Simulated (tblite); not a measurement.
Species: C4H3F3S.
Atom-mapped SMILES: `[F:1][C:2]([F:3])([F:4])[S:5][C:6]1=[CH:7][CH2:8]1` (hydrogens: H9 on C7; H10, H11 on C8)

Computed with GFN2-xTB (tblite), gas phase: nudged elastic band of 9 images (0 to 8), spring 0.2 eV/Å², climbing image at the end, force threshold 0.05 eV/Å. The top image wasn't refined or checked by frequencies; at this threshold it can lie a kcal/mol or more above the true saddle point of the method.

The band describes a rotation about C2–S5 (CF3 carbon, sulfide sulfur), followed by the dihedral F1–C2–S5–C6, from the optimised start (60°) to a second optimised geometry at 180°.

**Question.** How does the energy change from image to image?

**Answer.** 
| image | dihedral (°) | E (kcal/mol) | C2–S5 (Å) | F1···C6 (Å) | largest true force (eV/Å) |
| --- | --- | --- | --- | --- | --- |
| 0 | 60 | 0.00 | 1.839 | 2.95 | 0.01 |
| 1 | 74 | 0.27 | 1.841 | 3.13 | 0.03 |
| 2 | 89 | 0.91 | 1.846 | 3.32 | 0.05 |
| 3 | 105 | 1.55 | 1.852 | 3.51 | 0.05 |
| 4 | 122 | 1.81 | 1.854 | 3.67 | 0.05 |
| 5 | 138 | 1.53 | 1.852 | 3.77 | 0.05 |
| 6 | 153 | 0.89 | 1.846 | 3.83 | 0.05 |
| 7 | 167 | 0.27 | 1.841 | 3.85 | 0.04 |
| 8 | 180 | 0.00 | 1.838 | 3.86 | 0.01 |

Barriers of this band. The top is image 4 at 122°: 1.8 kcal/mol in either direction, as the ends lie within 0.002 eV of each other. The central bond is 0.015 Å longer at the top than at the start.

**Question.** What rate follows at 298 K for crossing this barrier forward?

**Answer.** Taking the electronic barrier for the free energy of activation (no zero-point or entropy terms, transmission 1), rate = (kT/h)·exp(−ΔE/kT) ≈ 3 × 10^11 s⁻¹, whose inverse is 3 × 10^-12 s. An error of 1 kcal/mol in the barrier changes this by a factor of 5, and the method and the loose band can each miss by that much or more. The barrier is only 3.1 kT, where transition-state theory is rough.

What follows is the cost of the whole band run. Time: 4.7 s wall. Hardware: Arm Neoverse N1, one thread, no GPU, on a shared host.
